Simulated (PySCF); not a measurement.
PySCF input file for C3H6OSi, SMILES C1=C[SiH2]CO1, B3LYP/pcSseg-1. Coordinates come from a PBE0-D3(BJ)/def2-SVP optimisation. This is a generated structure with no PubChem entry under its InChIKey; it may be hypothetical. The values are those of a single conformer.

```python
import numpy as np
from pyscf import gto, scf, dft
from pyscf.prop.nmr import rks as nmr

mol = gto.M(
    atom='''
    C    -0.72778114    1.24393618    0.00000000
    C    -1.34879716    0.04726933    0.00000000
    Si   -0.03830905   -1.25366226    0.00000000
    C     1.30638232    0.11836098    0.00000000
    O     0.60584531    1.37123969   -0.00000000
    H    -1.22286213    2.22127614   -0.00000000
    H    -2.43688032   -0.01082933    0.00000000
    H     0.02789374   -2.13968216    1.20442316
    H     0.02789374   -2.13968215   -1.20442317
    H     1.95734755    0.09643630    0.88817242
    H     1.95734755    0.09643630   -0.88817242
    ''',
    basis='pcSseg-1',
    charge=0,
    spin=0,
    max_memory=1600,
    verbose=3,
)
mf = dft.RKS(mol, xc='b3lyp')
mf.grids.level = 3
mf.conv_tol = 1e-10
mf.max_cycle = 100
mf.kernel()
n = nmr.NMR(mf)
n.verbose = 2
n.max_cycle_cphf = 60
sigma = n.kernel()
print('atom   isotropic/ppm   span/ppm')
for i, s in enumerate(sigma):
    w = np.linalg.eigvalsh((s + s.T) / 2)
    print(f'{mol.atom_symbol(i):2s}{i + 1:3d} {w.mean():14.3f} {w[2] - w[0]:11.3f}')
```

It prints:

```
converged SCF energy = -482.607313994047
atom   isotropic/ppm   span/ppm
C   1          5.603     195.934
C   2         92.081     172.296
Si  3        374.954      75.326
C   4        122.247     102.881
O   5        173.759     181.708
H   6         24.494       5.327
H   7         26.818       3.053
H   8         26.712       8.167
H   9         26.712       8.167
H  10         27.515       9.381
H  11         27.515       9.381
```

Self-consistency was reached.

Cost: roughly 40 core-seconds.
